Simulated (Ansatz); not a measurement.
Computed with Ansatz on PBE0-D4/def2-TZVP structures; ΔE is electronic, products minus reactants. CCSD(T)/CBS is the MP2 limit (def2-TZVPP, def2-QZVPP) plus CCSD(T) − MP2 in def2-TZVPP, frozen cores. This one scheme is used for every species. def2 core potentials past Kr. For Zr outer-core shells are correlated without core-valence functions, which leaves a few kJ/mol of doubt a bond. Each species was taken in one conformer, which may not be the lowest.

Consider the ligand exchange at a Zr–N bond: `O=C=[N][Zr]([F])([F])[F]` + H–F → `[F][Zr]([F])([F])[F]` + `N=C=O`.

| species | CCSD(T)/CBS(def2) energy (Eh) |
| --- | --- |
| `O=C=[N][Zr]([F])([F])[F]` | -514.59914 |
| H–F | -100.39570 |
| `[F][Zr]([F])([F])[F]` | -446.49023 |
| `N=C=O` | -168.51995 |

**Question.** Work out ΔE.

**Answer.** ΔE = (-446.49023) + (-168.51995) − (-514.59914) − (-100.39570) = -0.01534 Eh = -9.6 kcal/mol.

Largest T1 diagnostic among the species: 0.018.

From BLYP to BHLYP (50 % exact exchange), in def2-TZVPP and without D4, ΔE moves by +3.2 kcal/mol. The D4 term adds +1.3 kcal/mol with B3LYP and +0.8 kcal/mol with PBE0; it sums over pairs of atoms, weighted by their polarisabilities, and B3LYP, whose exchange is more repulsive, gets the larger term.

B3LYP here is the variant with VWN-RPA as its local correlation; programs differ in this.
